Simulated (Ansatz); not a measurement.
Single points on Al4Sb4H16⁻, a cluster cut from zinc blende AlSb (hydrogen-capped).

```yaml
crystal:
  periodic: [false, false, false]
  atoms:
    - {symbol: Al, position_ang: [-1.822372, 1.811370, -1.706302]}
    - {symbol: Al, position_ang: [1.822383, -1.816310, -1.706219]}
    - {symbol: Al, position_ang: [-1.815967, -1.824280, 1.705807]}
    - {symbol: Al, position_ang: [1.811565, 1.820581, 1.703692]}
    - {symbol: Sb, position_ang: [-2.931125, -0.005767, 0.002684]}
    - {symbol: Sb, position_ang: [0.005213, -2.930454, -0.000640]}
    - {symbol: Sb, position_ang: [-0.006456, 2.930641, -0.003097]}
    - {symbol: Sb, position_ang: [2.929560, 0.006917, -0.003049]}
    - {symbol: H, position_ang: [-2.926168, 2.913333, -2.067897]}
    - {symbol: H, position_ang: [-0.974122, 0.967123, -2.770142]}
    - {symbol: H, position_ang: [2.929636, -2.917103, -2.061699]}
    - {symbol: H, position_ang: [0.978284, -0.974003, -2.774684]}
    - {symbol: H, position_ang: [-2.919507, -2.928904, 2.060498]}
    - {symbol: H, position_ang: [-0.976045, -0.978305, 2.774720]}
    - {symbol: H, position_ang: [0.964455, 0.974695, 2.767234]}
    - {symbol: H, position_ang: [2.910708, 2.927136, 2.065657]}
    - {symbol: H, position_ang: [-4.084198, -0.861826, -0.936783]}
    - {symbol: H, position_ang: [-4.084048, 0.848246, 0.944017]}
    - {symbol: H, position_ang: [-0.847293, -4.084062, -0.942533]}
    - {symbol: H, position_ang: [0.861360, -4.082797, 0.939441]}
    - {symbol: H, position_ang: [0.847267, 4.082880, -0.945380]}
    - {symbol: H, position_ang: [-0.862781, 4.084000, 0.935553]}
    - {symbol: H, position_ang: [4.077918, 0.865991, -0.945217]}
    - {symbol: H, position_ang: [4.086833, -0.843002, 0.936637]}
basis:
  gaussian: {orbitals: def2-SVP, initial_orbitals: start.molden}
total_charge: -1
magnetization: {spin_polarized: true, initial_magnetization: 1}
hamiltonian: {xc: {name: revPBE}, dispersion: d4}
scf: {omitted_lower_state_checks: [starts]}
output: {orbitals: {seedname: orbitals}}
```

The file start.molden holds the orbitals of an earlier run on this structure, at another level or in another basis.

```sh
$ ansatz run in.yaml --threads 4 --pin off --events-out ev --progress --plain --max-ram 6963MiB
```

Output, abridged:

```
Functional definition: revPBE
2964 factors; their error is unknown
mean field evaluation 1: about -52790.1661 eV, gradient 5.6e0 eV
mean field evaluation 2: about -52790.3348 eV, gradient 1.6e-1 eV
mean field evaluation 4: about -52790.2607 eV, gradient 9.6e-4 eV
mean field evaluation 8: about -52790.2607 eV, gradient 2.1e-5 eV
mean field -52790.26070434 eV, -1940.0062983607 hartree, gradient 2.1e-5 eV, S^2 0.751202; 0 other end points of the search recorded, 0 dependent functions left out
reference -52790.26081007 eV, -1940.0063022462 hartree; 81, 80 occupied and 175, 176 virtual orbitals, 2964 factors
Total energy: -52792.44172447 eV, -1940.0864493721 hartree
Checks for a lower state left out: starts
```

It took 15 s on 4 threads of Arm Neoverse V2 on a shared host.

The first input with `hamiltonian: {xc: pbe, dispersion: d4}` (abridged; 15 s):

```
Functional definition: PBE
mean field -52774.66731286 eV, -1939.4332517934 hartree, gradient 1.1e-5 eV, S^2 0.750990
Total energy: -52775.75173386 eV, -1939.4731035302 hartree
Checks for a lower state left out: starts
```

The first input with `gaussian: {orbitals: def2-SVP}`, `hamiltonian: {xc: pbe0, dispersion: d4}` (abridged; 22 s):

```
Functional definition: PBE0
mean field evaluation 16: about -52779.2689 eV, gradient 1.6e-4 eV
mean field -52779.26886077 eV, -1939.6023555601 hartree, gradient 1.8e-5 eV, S^2 0.751958
Total energy: -52780.25062874 eV, -1939.6384348673 hartree
Checks for a lower state left out: starts
```

Geometry: PBE-D4/def2-SVP, that of the neutral singlet.

In the def2 sets Sb takes a core potential; there is no spin–orbit coupling. At revPBE-D4/def2-SVP, PBE-D4/def2-SVP, PBE0-D4/def2-SVP the highest occupied level of the charge -1 doublet lies above zero (up to 1.09 eV). By energy differences its removal costs 0.47 eV (vertical, to the charge 0 singlet, at PBE0-D4/def2-SVP).
